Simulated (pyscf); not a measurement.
Single points on ωB97X-D3(BJ)/def2-SVP structures (PySCF, gas phase). Correlated levels are frozen-core, on RHF or UHF. ΔMP2 is the change of the MP2 total energy from the triple- to the quadruple-zeta basis.

SMILES: [SiH3][O][GaH2]
```xyz
8

Si    -1.7823    -0.8170    -0.6646
O     -0.5661    -0.9127    -1.7809
Ga     0.6701     0.1665    -2.4839
H     -1.5473    -1.7949     0.4376
H     -3.0944    -1.1272    -1.3042
H     -1.8583     0.5559    -0.0715
H      1.5852    -0.5050    -3.5473
H      0.6791     1.6336    -1.9499
```

Q: How much does it cost (ΔH, 298 K, CCSD(T)/def2-TZVPP + ΔMP2(QZVPP)) to split H₃Si–O–GaH₂ (SMILES [SiH3][O][GaH2]) at its Ga–O bond into •O–SiH₃ + GaH₂•?

A: Ga–O to •O–SiH₃ + GaH₂•: 116.9 kcal/mol. The radicals are drawn with the spin at the cut bond; how far it spreads was not checked. •O–SiH₃ lies 24.9 kcal/mol over its isomer HO–SiH₂•, and others may lie lower still (electronic energy, ωB97M-D3(BJ)). The CCSD(T) − MP2 part came from Ansatz, without density fitting, on the same reference. The frozen core leaves the outer d or s,p core shells of the metals and heavy elements correlated in the MP2 and CC values, and def2-TZVPP describes them poorly, which can shift differences by a few kcal/mol. Elements up to Kr have no core potential and no relativistic terms here.
